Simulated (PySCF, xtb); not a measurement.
H5P2, SMILES [PH3+]P, charge +1.

Harmonic wavenumbers (cm⁻¹) from xtb with GFN2-xTB at its own minimum, in rising order: 173, 388, 422, 471, 763, 782, 941, 1034, 1034, 1061, 2186, 2226, 2344, 2410, 2432.

Question: What does PySCF 2.14.0 with PBE-D3(BJ)/def2-TZVP give at its own minimum? (An estimate is asked for; the answer gives what the named calculation found.)

Answer: 186, 435, 488, 495, 789, 824, 960, 1036, 1055, 1056, 2323, 2338, 2412, 2449, 2459. Paired by order, the mean absolute difference is 43 cm⁻¹ and the zero-point energies are 26.7 and 27.6 kcal/mol.
